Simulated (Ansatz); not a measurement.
A structure relaxed at PBE-D4/def2-TZVP in Ansatz, charge 0, doublet:

```xyz
13

Li   -1.603   -1.592   -0.659
Li    1.122   -1.047   -1.525
Li    0.486    1.627    2.482
Li   -1.609    0.878    0.456
Li    0.404   -0.837    1.591
Li   -0.802    0.139   -2.605
Li    0.965    1.195   -0.475
H    -0.122    1.882    0.854
H    -1.317   -0.863    0.906
H    -0.511   -1.620   -2.036
H     1.434   -0.499    0.130
H     0.847    0.655   -2.189
H     0.705    0.082    3.069
```

(1) Give its formula.

(2) Summarise the bond lengths by kind (pairs closer than 1.2 times the sum of covalent radii, bridged metal pairs left out).

## Answers

(1) Li7H6.

(2) 17 × H–Li 1.67 to 1.87 Å.

Another isomer (doublet) lies 0.26 eV lower at PBE0-D4/def2-TZVP; other spin states weren't run for this one.
